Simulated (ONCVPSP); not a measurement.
# cadmium (Cd): one change to an ONCV potential, before and after

cadmium (Cd), optimised norm-conserving Vanderbilt (ONCV), made with ONCVPSP 4.0.1 (LDA (Perdew-Zunger), scalar-relativistic). Core [Ar] 3d10, reference 4s2 4p6 4d10 5s1 5p1. Waves: 4s+5s: rc 1.55 bohr, ncon 4, nbas 8, qcut 7 1/bohr, 2 projectors; 4p+5p: rc 1.45 bohr, ncon 4, nbas 8, qcut 10.7 1/bohr, 2 projectors; 4d: rc 1.25 bohr, ncon 4, nbas 9, qcut 7.2 1/bohr, 1 projector. Local part: polynomial inside 1.00 bohr (lpopt 5, dvloc0 2 Ha). Core correction: Teter function fitted to the true core (icmod 2), fcfact 0.35.

All-electron outer shells of the reference configuration (LDA (Perdew-Zunger), scalar-relativistic, ld1.x):

| shell | level (eV) | outermost node (bohr) | outermost maximum (bohr) |
| --- | --- | --- | --- |
| 3p | -602.85 | 0.14 | 0.32 |
| 3d | -395.91 | – | 0.27 |
| 4s | -107.78 | 0.43 | 0.79 |
| 4p | -68.93 | 0.43 | 0.84 |
| 4d | -13.78 | 0.42 | 0.98 |
| 5s | -7.22 | 1.06 | 2.29 |
| 5p | -2.26 | 1.19 | 3.09 |

Change: core correction Teter function fitted to the true core (icmod 2), fcfact 1.08.

Cutoffs: the cutoffs (Ha) at which the residual kinetic energy of the hardest occupied pseudo-wave falls to 1 and 0.1 mHa per electron; they do not see the model core or the augmentation charge, which bear on the density cutoff. Errors are all-electron minus pseudo energies relative to the spin-unpolarised reference configuration.

How do hardness, ghosts and transferability respond?

The potential gets neither clearly harder nor softer (100 Ha and 191 Ha → 100 Ha and 191 Ha); the errors of the 4 common tests hardly move; neither file shows a bound ghost. A model core, the more so a compact one, raises the density cutoff, which this test does not measure.

```tsv
quantity	base	changed
cutoff, loose	100 Ha	100 Ha
cutoff, tight	191 Ha	191 Ha
bound ghosts	none	none
GHOST(+) flags under 300 eV	s at 175.1 eV	s at 175.1 eV
error for 4s2 4p6 4d10 5s2 5p0, meV [ΔE -4.79 eV]	-0.2	-0.2
error for 4s2 4p6 4d10 5s1 5p0, meV [ΔE 4.84 eV]	-0.8	-0.8
error for 4s2 4p6 4d10 5s0 5p0, meV [ΔE 22.36 eV]	-5.8	-5.9
error for 4s2 4p6 4d9 5s2 5p0, meV [ΔE 13.36 eV]	-2.9	-3.0
s: phases at 1.58 bohr within 0.05 rad from the reference energy up to (Ha; the scan ends near 5)	to the end of the scan	to the end of the scan
p: phases at 1.47 bohr within 0.05 rad from the reference energy up to (Ha; the scan ends near 5)	to the end of the scan	to the end of the scan
d: phases at 1.27 bohr within 0.05 rad from the reference energy up to (Ha; the scan ends near 5)	to the end of the scan	to the end of the scan
rms error of d²Exc/dni dnj with the model core, mHa	0.96	1.13
```
